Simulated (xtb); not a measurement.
xtb input:

```bash
xtb mol.xyz --gfn 1 --sp --chrg 1 --uhf 0
```
mol.xyz:
```
10

B     -0.00743775    -0.15429228     0.05506089
C      1.50809995    -0.40890066     0.02162352
O     -0.46417787     1.20966664    -0.38917484
O     -1.09062394    -0.83256379     0.38257350
H      1.75418833    -1.41596684     0.35703570
H      2.04527009     0.29537707     0.66487847
H      1.91070173    -0.28840568    -0.98918238
H     -1.41124497     1.44139236    -0.39390998
H     -1.00217824    -1.74131625     0.69611216
H      0.13026661     1.91696192    -0.68716883
```

Q: What final total energy does it print?

A: -15.76854 Eh (GFN1-xTB).

It need not be the lowest isomer of its formula.
